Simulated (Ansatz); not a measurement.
One geometry of Ag₃, several levels of theory.

```yaml
crystal:
  periodic: [false, false, false]
  atoms:
    - {symbol: Ag, position_ang: [-0.943701, 1.169472, -0.477508]}
    - {symbol: Ag, position_ang: [1.548655, 0.251091, 0.157694]}
    - {symbol: Ag, position_ang: [-0.604964, -1.420563, 0.319813]}
basis:
  gaussian: {orbitals: def2-TZVP, initial_orbitals: start.molden}
magnetization: {spin_polarized: true, initial_magnetization: 1}
hamiltonian: {xc: r2scan, dispersion: d4}
scf: {omitted_lower_state_checks: [starts]}
output: {orbitals: {seedname: orbitals}}
```

The file start.molden holds the orbitals of an earlier run on this structure, at another level or in another basis.

```sh
$ ansatz run in.yaml --threads 4 --pin off --events-out ev --progress --plain --max-ram 3916MiB
```

It prints (some lines left out):

```
Functional definition: r2SCAN
1059 factors; their error is unknown
mean field evaluation 1: about -12004.1987 eV, gradient 3.2e0 eV
mean field evaluation 2: about -12004.2617 eV, gradient 9.0e-2 eV
mean field evaluation 4: about -12004.2669 eV, gradient 4.6e-4 eV
mean field evaluation 8: about -12004.2669 eV, gradient 6.0e-6 eV
mean field -12004.26693208 eV, -441.1486729697 hartree, gradient 6.0e-6 eV, S^2 0.761590; 0 other end points of the search recorded, 0 dependent functions left out
reference -12004.26695831 eV, -441.1486739335 hartree; 29, 28 occupied and 91, 92 virtual orbitals, 1059 factors
Total energy: -12004.28796888 eV, -441.1494460578 hartree
Checks for a lower state left out: starts
```

It took 4.3 s on 4 threads of Intel Xeon 6975P-C on a shared host.

The first input with `gaussian: {orbitals: def2-TZVP}`, `hamiltonian: {xc: pbe0, dispersion: d4}` and without the key `scf` (abridged; 12 s):

```
Functional definition: PBE0
mean field evaluation 16: about -11999.6800 eV, gradient 1.7e-3 eV
mean field evaluation 32: about -11999.6800 eV, gradient 6.0e-5 eV
mean field evaluation 64: about -11999.6800 eV, gradient 7.1e-3 eV
mean field -11999.67997491 eV, -440.9801054027 hartree, gradient 5.5e-6 eV, S^2 0.759325; 4 other end points of the search recorded, 0 dependent functions left out
Total energy: -11999.78336866 eV, -440.9839050528 hartree
```

First input, but with `hamiltonian: {xc: pbe, dispersion: d4}` (abridged; 7.5 s):

```
Functional definition: PBE
mean field evaluation 16: about -12001.4185 eV, gradient 6.6e-1 eV
mean field evaluation 32: about -12001.4221 eV, gradient 1.2e-6 eV
mean field -12001.42212405 eV, -441.0441282028 hartree, gradient 1.2e-6 eV, S^2 0.753055; 1 other end points of the search recorded, 0 dependent functions left out
Total energy: -12001.54424151 eV, -441.0486159366 hartree
Checks for a lower state left out: starts
```

Geometry: B3LYP-D4/def2-TZVP, that of the charge +1 singlet.

In the def2 sets Ag takes a core potential; there is no spin–orbit coupling. At PBE-D4/def2-TZVP an occupied level of the charge 0 doublet lies above an empty one (by up to 0.14 eV), so this SCF solution is probably not the lowest. At PBE-D4/def2-TZVP the gap within one spin of the charge 0 doublet nearly closes, so an electron or hole may be smeared out by delocalisation error. The structure comes from a short search, and lower isomers may exist.
